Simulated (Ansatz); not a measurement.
`F[SiH2]C[SiH2]Cl` + `[SiH3]P` → `F[SiH2]P[SiH3]` + `C[SiH2]Cl` at 600 K and 1 bar (ligand exchange at the Si–C bond).

Isolated molecules relaxed with PBE0-D4/def2-TZVP in Ansatz; ΔE leaves out vibrations. CBS: MP2 limit from def2 TZ/QZ plus the TZ coupled-cluster correction, frozen cores. This one scheme is used for every species. Each species was taken in one conformer, which may not be the lowest.

```csv
species,CCSD(T)/CBS energy (Eh),H − E (kJ/mol),S (J/(mol·K))
`F[SiH2]C[SiH2]Cl`,-1179.52116,242.2,483.7
`[SiH3]P`,-633.00997,151.6,340.7
`F[SiH2]P[SiH3]`,-1022.56126,209.4,463.1
`C[SiH2]Cl`,-789.97638,190.1,364.9
```

H − E and S are ideal-gas, rigid-rotor, harmonic terms from PBE0-D4/def2-TZVP, for one conformer and one mirror image of each species. 1 Eh = 2625.50 kJ/mol, R = 8.31446 J/(mol·K).

Problem. By hand: ΔE, ΔH, ΔS and ΔG.

Solution. ΔE = (-1022.56126) + (-789.97638) − (-1179.52116) − (-633.00997) = -0.00651 Eh = -17.1 kJ/mol. Δ(H − E) = 209.4 + 190.1 − 242.2 − 151.6 = 5.7, so ΔH = -11.4 kJ/mol. ΔS = 463.1 + 364.9 − 483.7 − 340.7 = 3.6 J/(mol·K). ΔG = -11.4 − 600 × (3.6)/1000 = -13.6 kJ/mol.

Problem. By hand: the equilibrium constant, and the temperature at which ΔG would vanish if ΔH and ΔS stayed fixed.

Solution. log₁₀ K = −ΔG/(RT ln 10) = 1.2. ΔH and −TΔS have one sign here, so there is no such temperature. One of them is within its doubt of zero, so this could turn.

The number of gas molecules stays the same, so ΔS is small and ΔH decides. A doubt of 5 kJ/mol in ΔE shifts log₁₀ K by 0.4 here. Other conformers and mirror images would add mixing entropy, several J/(mol·K) or more a flexible species. Modes under 60 cm⁻¹, often nearly free rotors, make the harmonic entropy too high. These are equilibria of isolated gas molecules and say nothing of rates. Largest T1 diagnostic: 0.013 (customary marks: 0.02 for closed shells, 0.045 for open ones).
